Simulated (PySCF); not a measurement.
C6H9BO2Si, SMILES OB(O)[SiH2]c1ccccc1, GFN2-xTB optimised geometry.

```
19

O      0.41    -2.19     2.19
B     -0.54    -2.50     1.25
O     -0.91    -3.79     1.18
Si    -1.39    -1.22     0.00
C     -0.42     0.42     0.00
C     -1.06     1.66     0.00
C     -0.35     2.84     0.00
C      1.03     2.82     0.00
C      1.70     1.60     0.00
C      0.97     0.42     0.00
H      0.69    -1.28     2.25
H     -0.48    -4.37     1.81
H     -1.43    -1.66    -1.41
H     -2.78    -0.85     0.33
H     -2.14     1.68     0.00
H     -0.87     3.79     0.00
H      1.59     3.74     0.01
H      2.78     1.57     0.00
H      1.50    -0.52    -0.01
```

Density from PBE0/def2-SVP run with PySCF 2.14.0 at that geometry.

Minimum of the electron density along straight lines between bonded atoms, close to the bond critical point (lines longer than 1.1 times the sum of covalent radii, or with two minima, are not listed):

```csv
bond,length / Å,ρ at the minimum / e bohr⁻³,∇²ρ there / e bohr⁻⁵,position (fraction from the first atom)
O1–B2,1.365,0.198,1.12,0.67
B2–O3,1.349,0.208,1.17,0.33
B2–Si4,1.980,0.114,0.11,0.62
Si4–C5,1.903,0.109,0.33,0.38
C5–C6,1.391,0.307,-0.77,0.50
C6–C7,1.383,0.313,-0.81,0.50
C7–C8,1.385,0.312,-0.80,0.50
C8–C9,1.385,0.312,-0.80,0.50
C5–C10,1.394,0.306,-0.76,0.49
C9–C10,1.383,0.313,-0.80,0.50
O1–H11,0.956,0.359,-2.51,0.82
O3–H12,0.961,0.354,-2.38,0.82
Si4–H13,1.474,0.114,0.32,0.49
Si4–H14,1.476,0.113,0.32,0.49
C6–H15,1.080,0.285,-1.09,0.63
C7–H16,1.081,0.283,-1.08,0.63
C8–H17,1.080,0.283,-1.08,0.63
C9–H18,1.081,0.283,-1.07,0.63
C10–H19,1.083,0.282,-1.05,0.62
```
